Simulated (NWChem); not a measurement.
Molecule: C$_{2}$H$_{4}$F$_{2}$OSi; SMILES F[Si]1(F)OCC1

```xyz
10

F     -0.0362    -1.3891    -1.2843
Si    -0.0414    -0.3974     0.0000
F     -0.0362    -1.3891     1.2843
C     -1.1389     1.1106     0.0000
C      0.2312     1.8503     0.0000
O      1.1914     0.7393     0.0000
H     -1.7550     1.2760    -0.9039
H     -1.7550     1.2760     0.9039
H      0.3900     2.4757     0.9036
H      0.3900     2.4757    -0.9036
```
Atoms are numbered in this order, from 1.

Program: NWChem. The geometry was optimised at PBE-D3(BJ)/def2-SVP. Level: B3LYP/def2-SVP with SMD (1 M gas to 1 M solution), gas-phase geometry. Reactions with the solvent are ignored.

```
solvent       dielectric constant  solvation free energy (kcal/mol)  cavity-dispersion-structure term (kcal/mol)  dipole in solution (D)
------------  -------------------  --------------------------------  -------------------------------------------  ----------------------
water                        78.4                              -3.3                                          3.1                    3.96
chloroform                   4.71                              -4.6                                         -0.5                     ___
ethanol                      24.9                              -5.5                                          0.5                    3.90
1-propanol                   20.5                              -5.3                                          0.6                    3.89
acetonitrile                 35.7                              -4.9                                          0.0                    3.82
anisole                      4.22                              -4.0                                         -0.4                    3.63
```

What belongs in the gaps?


- chloroform, dipole in solution (D): 3.67
